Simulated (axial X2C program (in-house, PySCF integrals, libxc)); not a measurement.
**Potential curves of Sb₂, 2c**

Calculated with an in-house relativistic program for diatomic molecules. Two-component (2c) means X2C with spin–orbit coupling and atomic mean-field two-electron Coulomb and Gaunt terms. Basis: Sb dyall-cv3z [11s12p8d4f1g] (cores contracted in-house); Gaussian nuclei, density fitting, unrestricted open shells. Masses: Sb 120.904 u.

State: Ω = 0 (closed shell). Energies in eV from the fragments at the same level (Sb + Sb). Fits are polynomials in 1 − R0/R over 0.85 to 1.23 times the lowest point R0.

```tsv
R (Å)	PBE0	BP86
2.1532	-1.1966	-1.5584
2.2523	-2.0616	-2.4794
2.3265	-2.4304	-2.8936
2.4007	-2.6197	-3.1305
2.4750	-2.6709	-3.2312
2.5616	-2.5997	-3.2191
2.6483	-2.4262	-3.1056
2.7596	-2.1034	-2.8597
2.8958	-1.6199	-2.4677
3.0938	-0.8565	-1.8265
```

One determinant describes the state; a PBE0 search over occupations chose it and may have missed a lower one. The closed shell is kept restricted, so the energy runs too high when the bond is stretched far. Dissociation energies refer to the lowest single-determinant-based atoms at the same level and basis.

What are Re, ωe and De at the PBE0 level?

At PBE0, 2c: Re = 2.471 Å, ωe ≈ 294 cm⁻¹, De = 2.67 eV to Sb + Sb; Be follows as 0.0457 cm⁻¹.

What are Re, ωe and De at the BP86 level?

At BP86, 2c: Re = 2.509 Å, ωe ≈ 272 cm⁻¹, De = 3.24 eV to Sb + Sb; Be follows as 0.0443 cm⁻¹.
